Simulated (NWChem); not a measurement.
Molecule: C₂H₄AuN; SMILES C[N+]#[C-]->[AuH]

Program: NWChem. Coordinates come from a PBE-D3(BJ)/def2-SVP optimisation. def2 effective core potentials on Au; no spin-orbit coupling. Total energies compare along this basis series because the functional is fixed.

```csv
level,basis functions,energy (Ha),highest occupied level (eV),orbital gap (eV),dipole (D)
B3LYP/def2-SVP,94,-269.0415,-6.57,5.42,7.81
B3LYP/def2-SVPD,127,-269.0488,-6.63,5.40,7.63
B3LYP/def2-TZVP,157,-269.2018,-6.64,5.41,7.63
B3LYP/def2-TZVPP,205,-269.2041,-6.65,5.42,7.62
```
